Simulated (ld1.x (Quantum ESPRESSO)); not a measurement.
Logarithmic derivatives: tantalum, TM

```
Element                 : Ta
Generator               : ld1.x (Quantum ESPRESSO) 7.5
Type                    : norm-conserving Troullier–Martins (Kleinman–Bylander form)
Functional              : PBE
Relativity              : scalar-relativistic
Frozen core             : [Kr] 4d10 4f14
Valence charge          : 13
Reference configuration : 5s2 5p6 5d3 6s2 6p0
Partial waves           : 5p (bound): rc 1.80 bohr; 5d (bound): rc 2.35 bohr; 5s (bound): rc 1.30 bohr
Local potential         : the s channel
Core correction         : Bessel-smoothed model core inside 0.60 bohr
```

Occupied shells without a wave of their own: 6s. They enter only through the test configuration that unscreens the potential, and ld1.x also counts them in the model core charge.

The phase is arctan(r·u′/u) with u = r·R(r), unwrapped; energies in Ry, scanned from -7 to 5 Ry. A pole is an energy at which the radial function vanishes at the test radius. The pseudo phase is shifted by a multiple of π to meet the all-electron one at the reference energy, and phase errors are pseudo minus all-electron; the curves can meet again beyond the range given. Levels narrower than the energy grid can be missing from the lists of poles.

```tsv
channel	radius (bohr)	reference energy (Ry)	poles, all-electron	poles, pseudo	unbroken range about the reference energy with phases within 0.05 rad	phase error 1 Ry above the reference energy (rad)
s	2.56	-5.37	-5.33, 2.78	-5.33, 2.54	below -0.6	-0.000
p	2.56	-2.90	-2.75, 4.58	-2.75, 4.36	below 0.6	-0.001
d	2.56	-0.26	0.55	0.55	the whole range	-0.000
```

ld1.x takes every shell without a wave as core, so the model core holds the 6s electrons as well and exchange and correlation see them twice. This cancels in the reference configuration, but the file is broken for other ones, and its errors say nothing about a proper core correction.

Phases in the s channel:

```
E (Ry)  all-electron  pseudo
 -7.00         1.403   1.403
 -6.48         1.392   1.392
 -5.96         1.372   1.372
 -5.44         1.059   1.058
 -4.92        -1.739  -1.739
 -4.40        -1.768  -1.768
 -3.88        -1.791  -1.791
 -3.36        -1.816  -1.817
 -2.84        -1.848  -1.849
 -2.32        -1.893  -1.895
 -1.80        -1.963  -1.966
 -1.28        -2.086  -2.095
 -0.76        -2.355  -2.384
 -0.24        -3.075  -3.172
  0.28        -3.993  -4.064
  0.80        -4.373  -4.410
  1.32        -4.533  -4.558
  1.84        -4.620  -4.640
  2.36        -4.677  -4.696
  2.88        -4.720  -4.740
  3.40        -4.756  -4.779
  3.92        -4.790  -4.819
  4.44        -4.825  -4.865
  4.96        -4.866  -4.928
```
